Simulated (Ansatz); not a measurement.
System: chloro tellurohypochlorite, TeCl2, charge 0, multiplicity 1. SMILES: Cl[Te]Cl
Structure (B3LYP-D3(BJ)/def2-TZVP (Ansatz, a quantum-chemistry and plane-wave program) minimum search):
```xyz
3

Te     0.0013    -0.0066     0.6001
Cl     1.1468     1.3851    -0.9052
Cl    -1.1508    -1.3649    -0.9305
```
Charge 0, spin multiplicity 1.

Quantity: vertical triplet-singlet gap (E(triplet) - E(singlet); each state is the SCF solution reached for its spin), in eV. Correlated levels leave the core frozen unless marked. UHF or UKS for open shells. No spin-orbit coupling. Frozen are the shells of the preceding noble gas and the d and f shells that filled before the atom's block. Past Kr the def2 sets carry scalar-relativistic core potentials. CBS(X,Y): correlation extrapolated as X^-3; Hartree-Fock from the larger set. The bracket is a focal-point correction in the basis named.

| level | program | vertical triplet-singlet gap (eV) |
|---|---|---|
| SVWN5/def2-TZVPD | Ansatz | ? |
| PBE/def2-TZVPD | Ansatz | ? |
| r2SCAN/def2-TZVPD | Ansatz | 1.66 |
| B3LYP/def2-TZVPD | Ansatz | 1.82 |
| BHLYP/def2-TZVPD | Ansatz | 1.92 |
| CAM-B3LYP/def2-TZVPD | Ansatz | 1.92 |
| wB97M-V/def2-TZVPD | Ansatz | ? |
| B2PLYP/def2-TZVPD | Ansatz | 1.91 |
| CCSD/def2-SVPD | Ansatz | ? |
| CCSD/def2-TZVPPD | Ansatz | 2.00 |
| RI-MP2/CBS(def2-TZVPPD,def2-QZVPPD)+[CCSD(T)-MP2]/def2-TZVPPD | Ansatz | 2.03 |

Task: What belongs in the gaps?

Result: 
- SVWN5/def2-TZVPD, vertical triplet-singlet gap (eV): 1.74
- PBE/def2-TZVPD, vertical triplet-singlet gap (eV): 1.67
- wB97M-V/def2-TZVPD, vertical triplet-singlet gap (eV): 1.98
- CCSD/def2-SVPD, vertical triplet-singlet gap (eV): 1.90
